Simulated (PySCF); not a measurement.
W(NH)(F)2(Cl)2 (Cl₂F₂HNW), SMILES [NH]=[W]([F])([F])([Cl])[Cl], multiplicity 1. Geometry: PBE0-D3(BJ)/def2-SVP. The spin state was assumed, not searched. The structure was generated by enumeration; whether it is a known compound was not checked. The def2 effective core potentials stand for the cores of W; spin–orbit coupling is left out.

Computed equilibrium geometry at PBE0-D3(BJ)/def2-SVP (PySCF confirms it by a frequency run) as bond lengths and angles, and its point group:
point group Cs.
Atoms: W1 N2 H3 F4 F5 Cl6 Cl7. Bonds (Å): W1–N2 1.740, W1–F4 1.849, W1–F5 1.921, W1–Cl6 2.266, W1–Cl7 2.266, N2–H3 1.018. Angles (°): N2–W1–F4 94.2, N2–W1–F5 177.1, N2–W1–Cl6 94.9, N2–W1–Cl7 94.9, F4–W1–F5 83.0, F4–W1–Cl6 121.3, F4–W1–Cl7 121.3, F5–W1–Cl6 86.6, F5–W1–Cl7 86.6, Cl6–W1–Cl7 115.4, W1–N2–H3 178.9.
